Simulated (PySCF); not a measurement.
C2H6BO2, doublet, geometry from GFN2-xTB; PySCF with B3LYP/STO-3G.

Here is a job for PySCF.
```python
from pyscf import gto, scf, dft

mol = gto.Mole()
mol.atom = '''
    C     1.94644984    0.59799842    0.28473261
    O     1.31633345   -0.63390703   -0.07185778
    B     0.00332445   -0.81834504   -0.20905919
    O    -0.87585325    0.20696569   -0.01806442
    C    -2.27167056    0.13785852   -0.11124569
    H     1.20515373    1.38947060    0.39223415
    H     2.47657843    0.45150328    1.22710755
    H     2.65933104    0.85508520   -0.50002597
    H    -2.70255446   -0.03000945    0.88069122
    H    -2.63289766    1.09321993   -0.49828473
    H    -2.59475070   -0.66715519   -0.77797028
'''
mol.basis = 'sto-3g'
mol.spin = 1
mol.verbose = 4
mol.build()

mf = dft.UKS(mol)
mf.xc = 'b3lyp'
mf.grids.atom_grid = (99, 590)
mf.grids.prune = None
mf.kernel()
```

### Question
Write the output that PySCF gives for this input, abridged.

### Answer

```
PySCF version 2.14.0

[INPUT] verbose = 4
[INPUT] num. atoms = 11
[INPUT] num. electrons = 39
[INPUT] charge = 0
[INPUT] spin (= nelec alpha-beta = 2S) = 1
[INPUT] symmetry False subgroup None
[INPUT] Mole.unit = angstrom
[INPUT] Symbol           X                Y                Z      unit          X                Y                Z       unit  Magmom
[INPUT]  1 C      1.946449840000   0.597998420000   0.284732610000 AA    3.678257112803   1.130053236723   0.538066651633 Bohr   0.0
[INPUT]  2 O      1.316333450000  -0.633907030000  -0.071857780000 AA    2.487509709104  -1.197910675136  -0.135791524119 Bohr   0.0
[INPUT]  3 B      0.003324450000  -0.818345040000  -0.209059190000 AA    0.006282300015  -1.546448000996  -0.395064612923 Bohr   0.0
[INPUT]  4 O     -0.875853250000   0.206965690000  -0.018064420000 AA   -1.655122767810   0.391108471282  -0.034136806399 Bohr   0.0
[INPUT]  5 C     -2.271670560000   0.137858520000  -0.111245690000 AA   -4.292835203637   0.260514846738  -0.210223886638 Bohr   0.0
[INPUT]  6 H      1.205153730000   1.389470600000   0.392234150000 AA    2.277410487698   2.625718892135   0.741215120202 Bohr   0.0
[INPUT]  7 H      2.476578430000   0.451503280000   1.227107550000 AA    4.680054958705   0.853217543543   2.318897194886 Bohr   0.0
[INPUT]  8 H      2.659331040000   0.855085200000  -0.500025970000 AA    5.025407340155   1.615876841169  -0.944912138470 Bohr   0.0
[INPUT]  9 H     -2.702554460000  -0.030009450000   0.880691220000 AA   -5.107087766122  -0.056709641649   1.664265206109 Bohr   0.0
[INPUT] 10 H     -2.632897660000   1.093219930000  -0.498284730000 AA   -4.975455491408   2.065886261616  -0.941621671753 Bohr   0.0
[INPUT] 11 H     -2.594750700000  -0.667155190000  -0.777970280000 AA   -4.903368184523  -1.260740591682  -1.470150762251 Bohr   0.0

nuclear repulsion = 164.101488295049
number of shells = 21
number of NR pGTOs = 93
number of NR cGTOs = 31
basis = sto-3g
ecp = {}

******** <class 'pyscf.dft.uks.UKS'> ********
method = UKS
initial guess = minao
damping factor = 0
level_shift factor = 0
DIIS = <class 'pyscf.scf.diis.CDIIS'>
diis_start_cycle = 1
diis_space = 8
diis_damp = 0
SCF conv_tol = 1e-09
SCF conv_tol_grad = None
SCF max_cycles = 50
direct_scf = True
direct_scf_tol = 1e-13
number electrons alpha = 20  beta = 19
XC library pyscf.dft.libxc version 7.1.2
    S. Lehtola, C. Steigemann, M. J. T. Oliveira, and M. A. L. Marques,  SoftwareX 7, 1–5 (2018)
XC functionals = b3lyp
    P. J. Stephens, F. J. Devlin, C. F. Chabalowski, and M. J. Frisch,  J. Phys. Chem. 98, 11623 (1994)
radial grids:
    Treutler-Ahlrichs [JCP 102, 346 (1995); DOI:10.1063/1.469408] (M4) radial grids

becke partition: Becke, JCP 88, 2547 (1988); DOI:10.1063/1.454033
pruning grids: None
grids dens level: 3
symmetrized grids: False
atomic radii adjust function: <function treutler_atomic_radii_adjust>
User specified grid scheme (99, 590)
small_rho_cutoff = 0
Set gradient conv threshold to 3.16228e-05
tot grids = 642512
init E= -252.349587577955

cycle= 1 E= -251.65425922731  delta_E= 0.695  |g|= 0.412  |ddm|= 2.95
cycle= 2 E= -251.575363296521  delta_E= 0.0789  |g|= 0.58  |ddm|= 1.17
cycle= 3 E= -251.766962788956  delta_E= -0.192  |g|= 0.0283  |ddm|= 0.669
cycle= 4 E= -251.767594341461  delta_E= -0.000632  |g|= 0.0129  |ddm|= 0.0712
cycle= 5 E= -251.767713870732  delta_E= -0.00012  |g|= 0.00346  |ddm|= 0.0221
cycle= 6 E= -251.767722103231  delta_E= -8.23e-06  |g|= 0.00205  |ddm|= 0.00756
cycle= 7 E= -251.767724928639  delta_E= -2.83e-06  |g|= 0.000523  |ddm|= 0.0032
cycle= 8 E= -251.767725292159  delta_E= -3.64e-07  |g|= 6.89e-05  |ddm|= 0.00151
cycle= 9 E= -251.767725298407  delta_E= -6.25e-09  |g|= 3.8e-05  |ddm|= 0.000209
cycle= 10 E= -251.767725299505  delta_E= -1.1e-09  |g|= 6.13e-06  |ddm|= 6.48e-05
cycle= 11 E= -251.767725299557  delta_E= -5.21e-11  |g|= 1.21e-06  |ddm|= 1.69e-05
Extra cycle  E= -251.76772529956  delta_E= -2.61e-12  |g|= 5.36e-07  |ddm|= 3.09e-06
converged SCF energy = -251.76772529956  <S^2> = 0.75250944  2S+1 = 2.0025079
```
